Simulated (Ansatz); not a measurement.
Mulliken charges of C2H4BBrO (`BrB1CCO1`) from ωB97M-V/def2-TZVPP in Ansatz (PBE0-D4/def2-TZVP geometry).

```json
{"atom": "Br1", "x (Å)": "-1.741", "y (Å)": "2.261", "z (Å)": "0.857", "charge (e)": "-0.067"}
{"atom": "B2", "x (Å)": "-0.721", "y (Å)": "0.797", "z (Å)": "0.191", "charge (e)": "0.195"}
{"atom": "C3", "x (Å)": "0.582", "y (Å)": "0.012", "z (Å)": "0.586", "charge (e)": "-0.316"}
{"atom": "C4", "x (Å)": "0.174", "y (Å)": "-0.743", "z (Å)": "-0.685", "charge (e)": "0.001"}
{"atom": "O5", "x (Å)": "-1.013", "y (Å)": "0.079", "z (Å)": "-0.923", "charge (e)": "-0.271"}
{"atom": "H6", "x (Å)": "1.525", "y (Å)": "0.554", "z (Å)": "0.528", "charge (e)": "0.121"}
{"atom": "H7", "x (Å)": "0.551", "y (Å)": "-0.569", "z (Å)": "1.507", "charge (e)": "0.121"}
{"atom": "H8", "x (Å)": "0.856", "y (Å)": "-0.653", "z (Å)": "-1.531", "charge (e)": "0.108"}
{"atom": "H9", "x (Å)": "-0.123", "y (Å)": "-1.783", "z (Å)": "-0.546", "charge (e)": "0.108"}
```

Task: By hand: the dipole of these point charges (1 e Å = 4.8032 D).

Result: Σ q r = (0.397, -0.287, 0.066) e Å, of length 0.494 e Å = 2.37 D.

Task: How does the dipole of the full density compare? (Estimate.)

Result: The calculation gave: (0.431, -0.329, 0.051) e Å, 2.62 D; the point charges give 0.90 times that, at 3° from its direction.

Point charges leave out the atoms' own dipoles, such as those of lone pairs, and Mulliken's split depends on the basis, so the close match here is no proof of good charges.
